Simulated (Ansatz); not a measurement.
`NCBBr` + `[NH2][In]([Br])[Br]` → `NBCN` + `[Br][In]([Br])[Br]`  (redistribution)

Program: Ansatz. Geometries: PBE0-D4/def2-TZVP. ΔE: electronic, gas phase. CCSD(T)/CBS is the MP2 limit (def2-TZVPP, def2-QZVPP) plus CCSD(T) − MP2 in def2-TZVPP, frozen cores. Functionals use def2-TZVPP. B3LYP here is the variant with VWN-RPA as its local correlation; programs differ in this. Elements past krypton have def2 core potentials. For Br, In outer-core shells are correlated without core-valence functions, which leaves a few kJ/mol of doubt a bond. Scalar relativity is left out up to krypton. Each species was taken in one conformer, which may not be the lowest.

`NCBBr`:

Cartesian coordinates in Å:
```
N -1.006 0.904 -0.010
C -0.276 -0.281 -0.394
B 1.197 -0.414 0.054
Br 1.963 0.752 1.359
H -0.776 1.192 0.931
H -2.005 0.770 -0.069
H -0.711 -1.238 -0.029
H -0.287 -0.399 -1.488
H 1.899 -1.286 -0.354
```

`[NH2][In]([Br])[Br]`:

```xyz
6

N    -0.644    1.100    0.008
In    0.401   -0.605    0.124
Br   -0.648   -2.662    0.940
Br    2.810   -0.630   -0.318
H    -0.279    1.798   -0.625
H    -1.639    0.999   -0.130
```

`NBCN`:

Cartesian coordinates in Å:
```
N 1.782 -0.727 0.193
B 0.637 -0.302 -0.474
C -0.478 0.522 0.277
N -1.757 0.535 -0.424
H 1.950 -0.558 1.171
H 2.531 -1.216 -0.265
H 0.534 -0.570 -1.639
H -0.106 1.556 0.322
H -0.546 0.195 1.330
H -2.067 -0.406 -0.626
H -2.479 0.972 0.134
```

`[Br][In]([Br])[Br]`:

Z-matrix (Å, degrees):
```
In
Br 1 2.437
Br 1 2.437 2 120.0
Br 1 2.437 2 120.0 3 -180.0
```

```
             level  ΔE (kcal/mol)  difference from CCSD(T)/CBS
            PBE-D4          -35.7                         -0.1
         r2SCAN-D4          -36.6                         -1.0
           PBE0-D4          -37.4                         -1.8
          B3LYP-D4          -38.2                         -2.6
           ωB97X-V          -36.9                         -1.3
           ωB97M-V          -37.4                         -1.8
            B2PLYP          -37.3                         -1.7
               PBE          -36.0                         -0.4
            r2SCAN          -36.7                         -1.1
              PBE0          -37.7                         -2.1
             B3LYP          -38.7                         -3.1
     HF/def2-TZVPP          -42.1                         -6.5
    MP2/def2-TZVPP          -34.7                          0.9
SCS-MP2/def2-TZVPP          -35.5                          0.1
   CCSD/def2-TZVPP          -36.4                         -0.8
CCSD(T)/def2-TZVPP          -35.5                          0.1
     HF/def2-QZVPP          -42.2                         -6.6
    MP2/def2-QZVPP          -34.8                          0.8
SCS-MP2/def2-QZVPP          -35.6                          0.0
      HF/CBS(def2)          -42.2                         -6.6
     MP2/CBS(def2)          -34.9                          0.7
    CCSD/CBS(def2)          -36.5                         -0.9
       CCSD(T)/CBS          -35.6                            0
```

Largest T1 diagnostic among the species: 0.011.

From PBE to PBE0 (25 % exact exchange), in def2-TZVPP and without D4, ΔE moves by −1.6 kcal/mol. In def2-TZVPP, CCSD(T) changes the Hartree–Fock value by +6.7 kcal/mol (the triples alone add +0.9 kcal/mol) and MP2 by +7.4 kcal/mol.
